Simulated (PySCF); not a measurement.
**LDA on Rh²⁺ (rhodium, charge +2)**

Configuration: [Kr] 4d7, high-spin 4F determinant. Computed with PySCF 2.14 in x2c-SVPall (6s5p5d1f, 53 functions), with scalar relativity by spin-free X2C-1e.

- Total energy: -4776.97 hartree
- One-electron energy: -6558.28 hartree
- Hartree (Coulomb) energy: 1915.41 hartree
- Exchange-correlation energy: -134.11 hartree
- ⟨S²⟩: 3.7505
- ⟨L²⟩: 12.004
- Sum of ⟨r⟩: 26.46 bohr
- Sum of ⟨r²⟩: 30.89 bohr²
- Langevin diamagnetic susceptibility: -24.5 ×10⁻⁶ cm³/mol
- Time after the integrals: 0.26 s of wall time on 1 thread of Intel(R) Xeon(R) 6975P-C (shared host)

| shell | electrons | mean orbital energy (eV) | spread (eV) | rms radius, mean of both spins (bohr) |
| --- | --- | --- | --- | --- |
| 1s α | 1 | -22990.0 | 0 | 0.0375 |
| 1s β | 1 | -22990.0 | 0 | 0.0375 |
| 2s α | 1 | -3353.2 | 0 | 0.154 |
| 2s β | 1 | -3352.7 | 0 | 0.154 |
| 2p α | 3 | -3012.1 | 0 | 0.137 |
| 2p β | 3 | -3011.8 | 0 | 0.137 |
| 3s α | 1 | -616.42 | 0 | 0.418 |
| 3s β | 1 | -616.07 | 0 | 0.418 |
| 3p α | 3 | -503.95 | 0 | 0.422 |
| 3p β | 3 | -503.57 | 0 | 0.422 |
| 3d α | 5 | -322.77 | 0.279 | 0.405 |
| 3d β | 5 | -322.28 | 0.045 | 0.405 |
| 4s α | 1 | -104.35 | 0 | 1.04 |
| 4s β | 1 | -102.28 | 0 | 1.04 |
| 4p α | 3 | -72.273 | 0 | 1.15 |
| 4p β | 3 | -70.133 | 0 | 1.15 |
| 4d α | 5 | -26.881 | 0.748 | 1.58 |
| 4d β | 2 | -25.023 | 0 | 1.58 |

Densities and radii are taken from the X2C orbitals without a picture-change correction, which distorts them close to the nucleus.
